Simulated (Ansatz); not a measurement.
Single points on the cluster TiO₂⁻.

```yaml
crystal:
  periodic: [false, false, false]
  atoms:
    - {symbol: Ti, position_ang: [-0.045941, 1.067041, 0.399595]}
    - {symbol: O, position_ang: [0.514782, -0.703921, 0.312182]}
    - {symbol: O, position_ang: [-0.468841, -0.363120, -0.711767]}
basis:
  gaussian: {orbitals: def2-TZVPD, initial_orbitals: start.molden}
total_charge: -1
magnetization: {spin_polarized: true, initial_magnetization: 1}
hamiltonian: {xc: pbe0, dispersion: d4}
output: {orbitals: {seedname: orbitals}}
```

The file start.molden holds the orbitals of an earlier run on this structure, at another level or in another basis.

```sh
$ ansatz run in.yaml --threads 2 --pin off --events-out ev --progress --plain --max-ram 4352MiB
```

It prints (some lines left out):

```
Functional definition: PBE0
858 factors; their error is unknown
mean field evaluation 1: about -27199.0215 eV, gradient 7.0e0 eV
mean field evaluation 2: about -27199.2209 eV, gradient 4.2e-1 eV
mean field evaluation 4: about -27199.3569 eV, gradient 1.9e-1 eV
mean field evaluation 8: about -27199.3570 eV, gradient 2.1e-5 eV
mean field evaluation 16: about -27120.0293 eV, gradient 1.2e2 eV
mean field evaluation 32: about -27197.9066 eV, gradient 3.6e0 eV
mean field evaluation 64: about -27199.2991 eV, gradient 5.2e-1 eV
mean field -27199.35704327 eV, -999.5579349537 hartree, gradient 3.9e-6 eV, S^2 1.153517; 7 other end points of the search recorded, 0 dependent functions left out
reference -27199.35708680 eV, -999.5579365534 hartree; 20, 19 occupied and 108, 109 virtual orbitals, 858 factors
Total energy: -27199.40051760 eV, -999.5595326059 hartree
```

Hardware: 2 threads of Intel Xeon Platinum 8259CL on a shared host. Wall time 21 s.

First input, but with `gaussian: {orbitals: "def2-TZVPPD.json", initial_orbitals: start.molden}`, `correlation: {method: ccsd_t}`, `scf: {omitted_lower_state_checks: [starts, cluster_reference]}` and without the key `hamiltonian` (abridged; 51 s):

```
Functional definition: HF
mean field -27160.71844124 eV, -998.1379925193 hartree, gradient 2.3e-6 eV, S^2 1.623866
7 core orbitals not correlated: weight in the atoms' cores, before any rotation towards them, 1.000 or more for the frozen orbitals, at most 0.000 for the correlated occupied ones
second order -22.66823612 eV of doubles, -0.00000000 eV of singles
cycle   1  -21.90251471 eV  change    7.7e-1 eV  update   1.9e-1
cycle   2  -22.73121240 eV  change   -8.3e-1 eV  update   9.5e-2
cycle   3  -23.05501698 eV  change   -3.2e-1 eV  update   6.4e-2
cycle   4  -23.12741962 eV  change   -7.2e-2 eV  update   3.9e-2
cycle   5  -23.12200123 eV  change    5.4e-3 eV  update   2.7e-2
cycle   6  -23.16622639 eV  change   -4.4e-2 eV  update   2.0e-2
cycle   7  -23.21546504 eV  change   -4.9e-2 eV  update   1.5e-2
cycle   8  -23.23170924 eV  change   -1.6e-2 eV  update   9.7e-3
cycle   9  -23.24174230 eV  change   -1.0e-2 eV  update   6.0e-3
cycle  10  -23.24531317 eV  change   -3.6e-3 eV  update   3.7e-3
[...]
cycle  14  -23.24917111 eV  change   -1.5e-3 eV  update   8.4e-4
cycle  15  -23.24930905 eV  change   -1.4e-4 eV  update   5.5e-4
cycle  16  -23.24932471 eV  change   -1.6e-5 eV  update   3.6e-4
cycle  17  -23.24936885 eV  change   -4.4e-5 eV  update   2.6e-4
cycle  18  -23.24933902 eV  change    3.0e-5 eV  update   1.9e-4
cycle  19  -23.24942637 eV  change   -8.7e-5 eV  update   1.4e-4
cycle  20  -23.24947760 eV  change   -5.1e-5 eV  update   8.7e-5
cycle  21  -23.24954988 eV  change   -7.2e-5 eV  update   5.9e-5
cycle  22  -23.24957171 eV  change   -2.2e-5 eV  update   3.8e-5
cycle  23  -23.24959596 eV  change   -2.4e-5 eV  update   2.3e-5
cycle  24  -23.24959195 eV  change    4.0e-6 eV  update   1.7e-5
perturbative correction -1.36774708 eV, -0.0502637780 hartree
Total energy: -27185.33578026 eV, -999.0426630422 hartree
Checks for a lower state left out: starts, cluster_reference
```

The first input with `hamiltonian: {xc: hf}`, `scf: {omitted_lower_state_checks: [starts]}` (abridged; 4.9 s):

```
Functional definition: HF
mean field -27160.64566239 eV, -998.1353179460 hartree, gradient 5.2e-6 eV, S^2 1.613674
Total energy: -27160.64566239 eV, -998.1353179460 hartree
Checks for a lower state left out: starts
```

As the first input, with `hamiltonian: {xc: pbe, dispersion: d4}`, `scf: {omitted_lower_state_checks: [starts]}`, `output: {forces: true, orbitals: {seedname: orbitals}}` (abridged; 6.5 s):

```
Functional definition: PBE
mean field evaluation 16: about -27199.5785 eV, gradient 2.2e-6 eV
mean field -27199.57852642 eV, -999.5660743095 hartree, gradient 2.2e-6 eV, S^2 1.020183
Total energy: -27199.63140620 eV, -999.5680176055 hartree
Atom 0 force    -0.001184     0.010757     0.003171 eV/Å
Atom 1 force    -0.002462    -0.005494    -0.005264 eV/Å
Atom 2 force     0.003646    -0.005263     0.002093 eV/Å
Dipole moment:     0.024884    -0.578042    -0.216473 e Å
Checks for a lower state left out: starts
```

As the first input, with `hamiltonian: {xc: {name: LC-wPBE}}`, `scf: {omitted_lower_state_checks: [starts]}` (abridged; 9 s):

```
Functional definition: LC-wPBE
mean field evaluation 16: about -27201.5014 eV, gradient 8.7e-6 eV
mean field -27201.50141309 eV, -999.6367390913 hartree, gradient 8.7e-6 eV, S^2 1.383270
Total energy: -27201.50141310 eV, -999.6367390917 hartree
Checks for a lower state left out: starts
```

The first input with `hamiltonian: {xc: pbe}`, `correlation: {method: rpa}`, `scf: {omitted_lower_state_checks: [starts]}` and without the key `output` (abridged; 4.9 s):

```
Functional definition: PBE
mean field -27199.57846894 eV, -999.5660721973 hartree, gradient 5.6e-6 eV, S^2 1.020181
7 core orbitals not correlated: weight in the atoms' cores, before any rotation towards them, 1.000 or more for the frozen orbitals, at most 0.000 for the correlated occupied ones
Total energy: -27192.67203370 eV, -999.3122653834 hartree
Checks for a lower state left out: starts
```

First input, but with `hamiltonian: {xc: r2scan, dispersion: d4}`, `scf: {omitted_lower_state_checks: [starts]}` (abridged; 12 s):

```
Functional definition: r2SCAN
mean field -27206.61356712 eV, -999.8246072865 hartree, gradient 9.2e-6 eV, S^2 1.252593
Total energy: -27206.62425045 eV, -999.8249998919 hartree
Checks for a lower state left out: starts
```

Geometry: PBE-D4/def2-TZVPD.

LC-ωPBE has ω = 0.4 bohr⁻¹. Correlated methods freeze 7 core orbitals; core or outer-core shells of Ti are correlated, in sets that lack core-valence functions. The structure holds one bond between oxygen atoms, so isomers without such links may lie far lower. At PBE0-D4/def2-TZVPD, CCSD(T)/def2-TZVPPD, HF/def2-TZVPD, PBE-D4/def2-TZVPD and others the charge -1 doublet is spin-contaminated (final ⟨S²⟩ up to 1.62, 0.75 for a pure state). At PBE0-D4/def2-TZVPD, PBE-D4/def2-TZVPD, r2SCAN-D4/def2-TZVPD the highest occupied level of the charge -1 doublet lies above zero (up to 1.16 eV). Its loss leaves the charge 0 singlet, which lies 1.62 eV higher (vertical, at PBE-D4/def2-TZVPD), but this difference is unsure: the singlet is doubtful (an occupied level 0.05 eV above an empty one). At CCSD(T)/def2-TZVPPD T1 of the charge -1 doublet is large (up to 0.073), so the single-reference result is doubtful. The structure comes from a short search, and lower isomers may exist.
